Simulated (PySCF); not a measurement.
**What an electron can do to AsF**

PBE in PySCF with aug-pcseg-1 on every atom, for the lowest determinant that a PBE0 search found; no spin–orbit coupling.

```csv
species,state (unpaired electrons),Re (Å),ωe (cm⁻¹),energy of the minimum from the neutral (eV),De (eV),dissociates to
AsF,triplet (π ↑↑),1.811,634,0.00,4.52,As + F
AsF⁺,doublet (π ↑),1.729,752,9.54,4.94,As⁺ + F
```

Task: Work out the lowest energy to break AsF into atoms, from its vibrational ground state.

Result: D0 = De − ωe/2 = 4.52 − 0.04 = 4.48 eV (PBE/aug-pcseg-1).

Task: Work out the ionisation energy of the As atom at this level and the threshold of dissociative ionisation.

Result: IE(As) = 9.54 + 4.94 − 4.52 = 9.96 eV, so As⁺ + F + e⁻ appears at D0 + IE(As) = 14.44 eV (PBE/aug-pcseg-1). The measured IE(As) is 9.789 eV (NIST ASD).

These are thermodynamic thresholds; the onsets seen under electron impact lie higher where the geometry changes, and cross-sections peak well above them.

Spin–orbit coupling is left out. For an ion De counts to the pair picked by the measured ionisation energies or electron affinities, which need not be the lowest pair at this level. States were picked by a PBE0 search and need not be the measured ground states.
